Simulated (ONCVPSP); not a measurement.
## palladium: one change to an ONCV potential, before and after

Pd (Z = 46), optimised norm-conserving Vanderbilt (ONCV), made with ONCVPSP 4.0.1 (PW91, scalar-relativistic). Core [Ar] 3d10, reference 4s2 4p6 4d9.5 (charge +0.5). Waves: 4s: rc 0.90 bohr, ncon 4, nbas 8, qcut 5.8 1/bohr, 2 projectors, debl 0.5 Ha; 4p: rc 1.10 bohr, ncon 4, nbas 9, qcut 8.7 1/bohr, 3 projectors, debl 1.8 Ha; 4d: rc 1.70 bohr, ncon 4, nbas 8, qcut 9.3 1/bohr, 2 projectors, debl 2.5 Ha. Local part: polynomial inside 0.70 bohr (lpopt 5, dvloc0 3 Ha). Core correction: Teter function, fcfact 4.75, rcfact 1.4.

In the s channel the program set the typed energies aside and used -3.334, 0.250 Ha. In the p channel the program set the typed energies aside and used -2.078, 0.250, 2.050 Ha.

Change: core correction Teter function, fcfact 4.75, rcfact 1.96.

Cutoffs: the cutoffs (Ha) at which the residual kinetic energy of the hardest occupied pseudo-wave falls to 1 and 0.1 mHa per electron; they do not see the model core or the augmentation charge, which bear on the density cutoff. Errors are all-electron minus pseudo energies relative to the spin-unpolarised reference configuration.

**Question.** How do hardness, ghosts and transferability respond?

**Answer.** The potential gets neither clearly harder nor softer (201 Ha and 230 Ha → 201 Ha and 230 Ha); both files keep a bound ghost (s); of the 4 tests that both files solve, the error grows in 2 and shrinks in 0 by more than 15 % and 0.3 meV (median size 0.5 → 5.2 meV). A model core, the more so a compact one, raises the density cutoff, which this test does not measure.

```tsv
quantity	base	changed
cutoff, loose	201 Ha	201 Ha
cutoff, tight	230 Ha	230 Ha
bound ghosts	s	s
GHOST(+) flags under 300 eV	none	none
error for 4s2 4p6 4d10, meV [ΔE -3.27 eV]	-0.3	-0.5
error for 4s2 4p6 4d9, meV [ΔE 5.92 eV]	-0.1	-0.7
error for 4s2 4p6 4d8, meV [ΔE 26.81 eV]	-0.8	-9.8
error for 4s1 4p6 4d10, meV [ΔE 88.38 eV]	-74	-81
s: phases at 0.92 bohr within 0.05 rad from the reference energy up to (Ha; the scan ends near 5)	to the end of the scan	to the end of the scan
p: phases at 1.12 bohr within 0.05 rad from the reference energy up to (Ha; the scan ends near 5)	to the end of the scan	to the end of the scan
d: phases at 1.73 bohr within 0.05 rad from the reference energy up to (Ha; the scan ends near 5)	to the end of the scan	to the end of the scan
rms error of d²Exc/dni dnj with the model core, mHa	1.12	6.77
```

 A true bound ghost makes a file unfit for plane-wave use even where its test errors are small: the radial tests pick states by their node count and pass the ghost by.
